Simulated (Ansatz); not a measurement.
Mulliken charges of CH₂BNO₂ (`N#COBO`) from ωB97M-V/def2-TZVPP in Ansatz (PBE0-D4/def2-TZVP geometry).

```
atom   x (Å)   y (Å)   z (Å)  charge (e)
  N1   0.819  -2.015   1.850      -0.105
  C2   0.414  -1.473   0.917       0.112
  O3  -0.048  -0.923  -0.147      -0.239
  B4  -0.112   0.466  -0.282       0.174
  O5  -0.618   0.877  -1.449      -0.211
  H6   0.267   1.169   0.603       0.062
  H7  -0.661   1.832  -1.538       0.206
```

Task: By hand: the dipole of these point charges (1 e Å = 4.8032 D).

Result: Σ q r = (-0.037, 0.613, -0.079) e Å, of length 0.619 e Å = 2.97 D.

Task: How does the dipole of the full density compare? (Best estimate.)

Result: Computed: (-0.230, 0.892, -0.523) e Å, 5.09 D; the point charges give 0.58 times that, at 25° from its direction.

Point charges leave out the atoms' own dipoles, such as those of lone pairs, and Mulliken's split depends on the basis, so the two needn't agree.
